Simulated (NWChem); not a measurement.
System: MgNH3; SMILES [NH2][MgH]

Input file for NWChem:

```
start job
memory heap 200 mb stack 900 mb global 1100 mb
geometry units angstroms noautoz
  Mg     0.287233    -0.696774    -0.038591
  H      0.464550    -2.384756    -0.091440
  N      0.090652     1.180197     0.020102
  H     -0.776576     1.695630    -0.015497
  H      0.832226     1.860650     0.096834
end
basis spherical
  Mg library def2-tzvp
  H library def2-tzvp
  N library def2-tzvp
end
dft
  xc xtpss03 ctpss03
  iterations 150
  mulliken
end
task dft energy
```

Excerpt of the output:

```
             Northwest Computational Chemistry Package (NWChem) 7.3.0
             --------------------------------------------------------

 C2V symmetry detected

                             Geometry "geometry" -> ""
                             -------------------------

 Output coordinates in angstroms (scale by  1.889725989 to convert to a.u.)

  No.       Tag          Charge          X              Y              Z
 ---- ---------------- ---------- -------------- -------------- --------------
    1 Mg                  12.0000     0.00000000     0.00000000    -0.74992826
    2 H                    1.0000     0.00000000     0.00000000    -2.44802052
    3 N                    7.0000     0.00000000     0.00000000     1.13822137
    4 H                    1.0000     0.00000000    -0.81056982     1.73980500
    5 H                    1.0000     0.00000000     0.81056982     1.73980500

 Effective nuclear repulsion energy (a.u.)      41.0788656540

      Symmetry information
      --------------------

 Group name             C2v
 Group number             16
 Group order               4
 No. of unique centers     4

                                 NWChem DFT Module
                                 -----------------

 Summary of "ao basis" -> "ao basis" (spherical)
 ------------------------------------------------------------------------------
       Tag                 Description            Shells   Functions and Types
 ---------------- ------------------------------  ------  ---------------------
 Mg                        def2-tzvp                12       32   5s4p3d
 H                         def2-tzvp                 4        6   3s1p
 N                         def2-tzvp                11       31   5s3p2d1f

      Symmetry analysis of basis
      --------------------------

        a1         38
        a2          7
        b1         16
        b2         20

            General Information
            -------------------
          SCF calculation type: DFT
          Wavefunction type:  closed shell.
          No. of atoms     :     5
          No. of electrons :    22
           Alpha electrons :    11
            Beta electrons :    11
          Charge           :     0
          Spin multiplicity:     1
          Use of symmetry is: on ; symmetry adaption is: on
          Maximum number of iterations: 150
          AO basis - number of functions:    81
                     number of shells:    35
          Convergence on energy requested:  1.00D-06
          Convergence on density requested:  1.00D-05
          Convergence on gradient requested:  5.00D-04

              XC Information
              --------------
                  TPSS metaGGA Exchange Functional  1.000
             TPSS03 metaGGA Correlation Functional  1.000

             Grid Information
             ----------------
          Grid used for XC integration:  medium
          Radial quadrature: Mura-Knowles
          Angular quadrature: Lebedev.
          Tag              B.-S. Rad. Rad. Pts. Rad. Cut. Ang. Pts.
          ---              ---------- --------- --------- ---------
          Mg                  1.50       88           9.0       590
          H                   0.35       45          11.0       434
          N                   0.65       49          11.0       434
          Grid pruning is: on
          Number of quadrature shells:   227
          Spatial weights used:  Erf1

      Superposition of Atomic Density Guess
      -------------------------------------

 Sum of atomic energies:        -255.41761060

      Non-variational initial energy
      ------------------------------

 Total energy =    -255.805193
 1-e energy   =    -435.802160
 2-e energy   =     138.918102
 HOMO         =      -0.344595
 LUMO         =      -0.040135

      Symmetry analysis of molecular orbitals - initial
      -------------------------------------------------

  Numbering of irreducible representations:

     1 a1          2 a2          3 b1          4 b2

  Orbital symmetries:

     1 a1          2 a1          3 a1          4 a1          5 b2
     6 b1          7 a1          8 b2          9 a1         10 a1
    11 b1         12 a1         13 b2         14 b1         15 a1
    16 a1         17 b2         18 a1         19 a2         20 b1
    21 b2

     ---------------------------------------------
      Total Density - Mulliken Population Analysis
     ---------------------------------------------

    Atom       Charge   Shell Charges
 -----------   ------   -------------------------------------------------------
    1 Mg  12    11.21   2.00  0.71  1.28  0.68  0.24  5.12  0.88  0.15  0.08  0.00  0.05  0.03
    2 H    1     1.13   0.20  0.56  0.37  0.00
    3 N    7     8.29   0.82  1.16  0.58  0.85  0.18  1.70  2.01  0.99  0.00  0.00  0.00
    4 H    1     0.68   0.23  0.34  0.08  0.04
    5 H    1     0.68   0.23  0.34  0.08  0.04

   convergence    iter        energy       DeltaE   RMS-Dens  Diis-err
 ---------------- ----- ----------------- --------- --------- ---------
 d= 0,ls=0.0,diis     1   -256.6124014395 -2.98D+02  1.48D-02  5.52D-01
 d= 0,ls=0.0,diis     2   -256.2624154071  3.50D-01  1.17D-02  2.97D+00
 d= 0,ls=0.0,diis     3   -256.6787202331 -4.16D-01  1.59D-03  2.86D-02
 d= 0,ls=0.0,diis     4   -256.6821952206 -3.47D-03  6.66D-04  2.61D-03
 d= 0,ls=0.0,diis     5   -256.6826094546 -4.14D-04  9.91D-05  4.60D-05
  Resetting Diis
 d= 0,ls=0.0,diis     6   -256.6826159320 -6.48D-06  1.15D-05  2.41D-06
 d= 0,ls=0.0,diis     7   -256.6826161786 -2.47D-07  6.14D-06  1.62D-07

         Total DFT energy =     -256.682616178561
      One electron energy =     -437.836952585037
           Coulomb energy =      164.665435876427
    Exchange-Corr. energy =      -24.589965123946
 Nuclear repulsion energy =       41.078865653996

 Numeric. integr. density =       21.999996829337

[...]
```

Level: TPSS/def2-TZVP. Structure relaxed at the PBE0-D3(BJ)/def2-TZVP level.
